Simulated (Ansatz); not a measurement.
Computed with Ansatz on PBE0-D4/def2-TZVP structures; ΔE is electronic, products minus reactants. CCSD(T)/CBS adds triple-zeta CCSD(T) − MP2 to the extrapolated MP2 energy (def2 sets, frozen cores). Functionals use def2-TZVPP. HSE06 is defined as in plane-wave codes. Each species was taken in one conformer, which may not be the lowest.

`CB1C=N1` → `BC#CN`  (isomerisation)

```csv
level,ΔE (kJ/mol)
HSE06-D4,96.1
CCSD(T)/def2-SVP,113.3
```

(1) What does CCSD(T)/CBS give? (Estimate.)

Largest T1 diagnostic among the species: 0.015.

Results:

(1) The calculation gave: +99.3 kJ/mol. The listed levels differ from it by -3.2, 14.0 kJ/mol.

Leaving LDA and LC-ωPBE aside and taking each functional with its dispersion term where it has one, the values, not all of them listed here, spread over 43.3 kJ/mol, from BLYP-D4 to ωB97X-V. LDA lies −4.2 kJ/mol from PBE without D4. From BLYP to BHLYP (50 % exact exchange), in def2-TZVPP and without D4, ΔE moves by +24.7 kJ/mol.
